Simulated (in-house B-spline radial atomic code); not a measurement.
Results of a calculation; reference values are marked as such.
## Two electrons in InAs: a spherical dot of radius 27.5 nm with hard walls with a doubly ionised double donor at its centre

For InAs the NSM archive of the Ioffe Institute lists m* = 0.023 m0 and ε = 15.15. Real donors also feel a central-cell potential, which shifts the ground state; some double donors stay shallow and helium-like, others are deep centres that this model can't describe. In so narrow a gap the band flattens within tens of meV, so real spacings are smaller, by up to some tenths.

Effective-mass model with parabolic bands, a uniform dielectric constant, no image charges, no central-cell or spin-orbit terms. Two-electron levels come from full CI in B-splines with partial waves to l = 5 (up to 0.001 effective hartree above the limit).

**Question.** What are the effective units, and what is the potential in them?

**Answer.** Ha* = 27211.386 meV × 0.023/15.15² = 2.727 meV and a* = 0.0529177 nm × 15.15/0.023 = 34.86 nm. The radius is R = 0.79 a*, with −2/r added.

In these units the lowest s and p orbitals lie at 1.2059 and 11.4023, and their Coulomb and exchange integrals are J_ss = 2.5402, J_sp = 2.1584 and K_sp = 0.4372. Full CI gives 4.8792 for the ground singlet, 14.3136 for the sp triplet, 15.1372 for the sp singlet and 26.6867 for the lowest triplet of two s orbitals.

**Question.** What does it cost to add the second electron, to first order and exactly?

**Answer.** To first order E = 2ε_s + J_ss = 4.9520, so the charging energy E(2) − 2E(1) is J_ss = 6.927 meV. CI gives 4.8792 − 2 × (1.2059) = 2.4674, or 6.728 meV: relaxation and correlation lower it by 0.1985 meV, 2.9 % of J_ss. The s² configuration of one-electron orbitals holds 99.7 % of the state, and the mean radius is 12.5 nm.

**Question.** How far above the singlet do the triplets lie?

**Answer.** To first order the sp triplet lies at ε_s + ε_p + J_sp − K_sp = 14.3294, which is 25.57 meV above 2ε_s + J_ss. CI gives 14.3136 − (4.8792) = 9.4343, or 25.73 meV, 93 % of the orbital spacing of 27.8 meV. The ss triplet lies 59.46 meV up, so the lower of the two is the sp one, and its gap equals k_BT at 299 K. The sp singlet-triplet splitting is 2.246 meV, against 2K_sp = 2.384 meV.
